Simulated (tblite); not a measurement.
Compound: C4H7BrFSi (doublet state).
Atom-mapped SMILES: `[F:1][CH2:2][C:3]1[CH2:4][CH2:5][Si@@H:6]1[Br:7]` (hydrogens: H8, H9 on C2; H10, H11 on C4; H12, H13 on C5; H14 on Si6)

Computed with GFN2-xTB (tblite), gas phase: L-BFGS steps from a force-field or distance-geometry start until the largest atomic force falls under 0.01 eV/Å.

At the end of the run (lengths in Å): C3–Si6 1.853, C5–Si6 1.916, Si6–Br7 2.233, F1–C2 1.375, Si6–H14 1.452, C4–H10 1.095, C2–C3 1.470, C2–C3–Si6 138.2°, C3–Si6–Br7 115.9°, C5–Si6–Br7 113.5°, F1–C2–C3 111.4°, F1–C2–C3–C4 -166°, C2–C3–C4–C5 174°, C3–C4–C5–Si6 0°, H8–C2–C3–C4 76°, H14–Si6–C5–C4 -121°.

**Question.** These geometries were met on the way; a selection of coordinates is given. Order them by energy above the end point, lowest first.
A. C3–Si6 1.859, C5–Si6 1.906, Si6–Br7 2.210, F1–C2 1.408, Si6–H14 1.444, C4–H10 1.095, C2–C3 1.477, C2–C3–Si6 126.9°, C3–Si6–Br7 111.1°, C5–Si6–Br7 114.6°, F1–C2–C3 107.7°, F1–C2–C3–C4 -65°, C2–C3–C4–C5 159°, C3–C4–C5–Si6 -17°, H8–C2–C3–C4 179°, H14–Si6–C5–C4 -95°
B. C3–Si6 1.857, C5–Si6 1.922, Si6–Br7 2.226, F1–C2 1.397, Si6–H14 1.452, C4–H10 1.096, C2–C3 1.473, C2–C3–Si6 134.7°, C3–Si6–Br7 118.5°, C5–Si6–Br7 118.3°, F1–C2–C3 109.4°, F1–C2–C3–C4 -78°, C2–C3–C4–C5 169°, C3–C4–C5–Si6 -10°, H8–C2–C3–C4 166°, H14–Si6–C5–C4 -110°
C. C3–Si6 1.784, C5–Si6 1.861, Si6–Br7 2.190, F1–C2 1.373, Si6–H14 1.483, C4–H10 1.113, C2–C3 1.455, C2–C3–Si6 125.9°, C3–Si6–Br7 111.5°, C5–Si6–Br7 113.8°, F1–C2–C3 110.5°, F1–C2–C3–C4 -62°, C2–C3–C4–C5 158°, C3–C4–C5–Si6 -19°, H8–C2–C3–C4 178°, H14–Si6–C5–C4 -96°
D. C3–Si6 1.859, C5–Si6 1.915, Si6–Br7 2.233, F1–C2 1.396, Si6–H14 1.453, C4–H10 1.096, C2–C3 1.477, C2–C3–Si6 138.0°, C3–Si6–Br7 113.5°, C5–Si6–Br7 115.6°, F1–C2–C3 110.6°, F1–C2–C3–C4 -89°, C2–C3–C4–C5 172°, C3–C4–C5–Si6 -4°, H8–C2–C3–C4 154°, H14–Si6–C5–C4 -120°
E. C3–Si6 1.858, C5–Si6 1.923, Si6–Br7 2.227, F1–C2 1.394, Si6–H14 1.462, C4–H10 1.096, C2–C3 1.472, C2–C3–Si6 131.1°, C3–Si6–Br7 116.2°, C5–Si6–Br7 117.9°, F1–C2–C3 109.8°, F1–C2–C3–C4 -71°, C2–C3–C4–C5 163°, C3–C4–C5–Si6 -13°, H8–C2–C3–C4 173°, H14–Si6–C5–C4 -103°

**Answer.** D (0.055 eV), B (0.091 eV), E (0.150 eV), A (0.268 eV), C (0.461 eV).

| step | E above end (eV) | rms distance from the end, all atoms (Å) | largest force (eV/Å) | rms shift of all bonds from the end (Å) |
| --- | --- | --- | --- | --- |
| 73 | 0.055 | 0.591 | 0.019 | 0.007 |
| 18 | 0.091 | 0.626 | 0.137 | 0.007 |
| 9 | 0.150 | 0.641 | 0.364 | 0.008 |
| 3 | 0.268 | 0.667 | 0.447 | 0.013 |
| 0 | 0.461 | 0.669 | 2.572 | 0.029 |

Rows stand in the order of the answer.
